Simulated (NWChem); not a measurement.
System: SiH2OF2; SMILES O[SiH](F)F

```xyz
6

Si     0.0005     0.0088    -0.3430
O      0.0134     1.5505     0.1897
F      1.2714    -0.8039     0.2202
F     -1.2850    -0.7813     0.2196
H      0.0014     0.0109    -1.8100
H      0.0070     1.7281     1.1353
```
Atoms are numbered in this order, from 1.

All runs use the structure optimised with PBE0/def2-SVP.

Problem. List the 4 lowest vertical singlet excitations from PBE0/aug-cc-pVDZ, full TDDFT (NWChem).

Solution. 
```json
[
 {"state": "S1", "energy (eV)": "8.47", "oscillator strength": "0.033", "leading excitation (squared amplitude)": "HOMO → LUMO (0.97)"},
 {"state": "S2", "energy (eV)": "9.33", "oscillator strength": "0.039", "leading excitation (squared amplitude)": "HOMO−2 → LUMO (0.65)"},
 {"state": "S3", "energy (eV)": "9.65", "oscillator strength": "0.001", "leading excitation (squared amplitude)": "HOMO → LUMO+1 (0.86)"},
 {"state": "S4", "energy (eV)": "9.66", "oscillator strength": "0.072", "leading excitation (squared amplitude)": "HOMO−1 → LUMO (0.61)"}
]
```
